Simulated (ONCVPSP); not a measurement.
Be (Z = 4): excitation energies, all-electron against ONCV

ONCVPSP 4.0.1 input, shortened (lines: element, Z, core and valence counts, functional; n l f; lmax; l rc ep ncon nbas qcut; lloc lpopt rc5 dvloc0; l nproj debl; icmod fcfact rcfact), LDA (Perdew-Wang 92), scalar-relativistic:

```
  Be 4.00    0    2  -001012      upf
    1    0    2.00
    2    0    1.75
    1
    0    0.70    0.00    4    8   22.00
    1    0.60    0.02    3    6   11.50
    4    1    0.45    2.00
    0    2    2.90
    1    2    3.90
    0    0.00    0.00
```

Energies are relative to the spin-unpolarised reference configuration 1s2 2s1.75; without spin polarisation the order of configurations can differ from experiment.

```tsv
valence configuration	charge	ΔE all-electron (eV)	error AE − PS (meV)
1s2 2s2	0	-1.633	0.0
1s2 2s1	+1	7.880	+0.2
1s2 2s0 2p1	+1	11.693	+2.0
```

(1) What are ΔE and the potential's error for 1s2 2s0?

Levels in the configuration 1s2 2s1:

```json
{"level": "1s", "all-electron (eV)": "-116.424", "pseudo (eV)": "-116.411"}
{"level": "2s", "all-electron (eV)": "-13.641", "pseudo (eV)": "-13.640"}
```

Results:

(1) ΔE = 25.653 eV all-electron; the error (AE − PS) is +1.7 meV.
